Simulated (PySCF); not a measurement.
Br2FGeH2N. Atoms are numbered in the order given.

```xyz
7

N      2.1546    -0.3849     0.5049
Ge     0.3705    -0.1892     0.4354
F     -0.2721    -0.6147     1.9795
Br    -0.1141     1.9938     0.0177
Br    -0.7331    -1.5535    -1.0349
H      2.4944    -1.3418     0.4532
H      2.6692     0.2132    -0.1356
```
Charge 0, spin multiplicity 1.

The structure is a stationary point at PBE0-D3(BJ)/def2-SVP. One conformer was computed; it need not be the lowest.

Level of theory: PBE0-D3(BJ)/def2-SVP (PySCF).

Frequencies are harmonic and unscaled.

Computed harmonic wavenumbers and intensities:
```
mode  ν (cm⁻¹)  IR (km/mol)  moving atoms (share of kinetic energy)
----  --------  -----------  --------------------------------------
1           62          8.5          Br 38 %, H 34 %, F 12 %, N 9 %
2          123          4.8         Br 39 %, H 36 %, Ge 11 %, N 8 %
3          150          5.2         N 30 %, F 29 %, H 28 %, Br 11 %
4          169         12.8        Ge 36 %, F 25 %, N 17 %, Br 15 %
5          200         13.3          F 42 %, Br 23 %, N 23 %, H 8 %
6          243          5.3         F 31 %, N 25 %, Br 23 %, H 21 %
7          303         20.7                 Ge 41 %, Br 40 %, F 8 %
8          348         90.0                        Ge 63 %, Br 34 %
9          490        222.6                          H 70 %, N 28 %
10         725         54.6                 F 60 %, N 21 %, Ge 15 %
11         761         56.3         N 44 %, Ge 23 %, F 20 %, H 13 %
12         886         39.2                          H 85 %, N 13 %
13        1532         40.9                           H 91 %, N 9 %
14        3580         54.6                                  H 96 %
15        3689         53.3                           H 91 %, N 9 %
```
